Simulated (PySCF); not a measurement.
**C11H7N: full NMR table**

* Formula: C11H7N
* SMILES: C#CC1=C[C@H]2C=C[C@]1(C#N)C=C2
* Point group of the computed structure: Cs
* Degrees of unsaturation: 9
* Carbon signals: 9
* Proton signals: 5

Mapped SMILES: `[CH:1]#[C:2][C:3]1=[CH:4][C@H:5]2[CH:6]=[CH:7][C@:8]1([C:9]#[N:10])[CH:11]=[CH:12]2`; H(Xn) means a hydrogen on atom n.

Single conformer, non-relativistic, rapidly exchanging positions averaged, isolated molecule. Structure optimised with GFN2-xTB; σ from GIAO-PBE0/pcSseg-1; PySCF.

δ = σ(ref) − σ, references computed at the same level: ¹H (31.72 ppm) and ¹³C (186.93 ppm) against TMS; ¹⁵N (267.73 ppm) against NH3.

```tsv
carbon	δC, type	δH (multiplicity)	HMBC from (2–3 bonds)	span of the C tensor (ppm)
C1	103.8, CH	3.74 (s)	–	145
C2	81.1, C	–	H(C4), H(C1)	294
C3	144.2, C	–	H(C4), H(C7)/H(C11), H(C5), H(C1)	218
C4	156.2, CH	7.41 (d)	H(C6)/H(C12), H(C5)	258
C5	53.1, CH	4.71 (m)	H(C4), H(C7)/H(C11), H(C6)/H(C12)	46
C6/C12	149.7, CH	7.16 (m)	H(C4), H(C7)/H(C11), H(C6)/H(C12), H(C5)	252
C7/C11	151.1, CH	7.19 (m)	H(C7)/H(C11), H(C6)/H(C12), H(C5)	235
C8	55.6, C	–	H(C4), H(C7)/H(C11), H(C6)/H(C12)	46
C9	125.7, C	–	H(C7)/H(C11)	346
```

Other nuclei:
```
atoms  nucleus       environment  δ (ppm)  σ (ppm)
  N10      ¹⁵N  nitrile nitrogen    305.6    -37.9
```

Carbon types of the structure: 4 × C, 7 × CH, which accounts for all hydrogens. δC 156.2, 151.1, 149.7: alkene CH; the olefinic region. δC 144.2: fully substituted alkene carbon; the olefinic region. δC 125.7: nitrile carbon; C≡N carbons fall here, among the sp2 signals but without a proton. δC 103.8: terminal alkyne carbon; the triple bond shields along its axis, which puts it between sp3 and sp2 carbons. δC 81.1: alkyne carbon; sp carbons lie upfield of alkene carbons because the cylindrical π system leaves one tensor component strongly shielded.

Shifts are as computed. Against solution values, carbons near 30 ppm lie about +3 ppm off and those near 130 ppm about +5 ppm. Of 1211 compounds with measured shifts, 218 miss one by over three times the rms of a fit or turn the order of signals round; such compounds aren't used in these exercises. Experimental scales use liquid or dissolved standards, which lie at an offset from isolated NH3 (liquid NH3: subtract about 20 ppm). Unscaled 15N shifts of sp2 nitrogen come out 20 to 40 ppm too high even then. Multiplicities follow the n + 1 count of equivalent neighbours, as no J values were calculated; m marks all less simple cases, F and P coupling included.
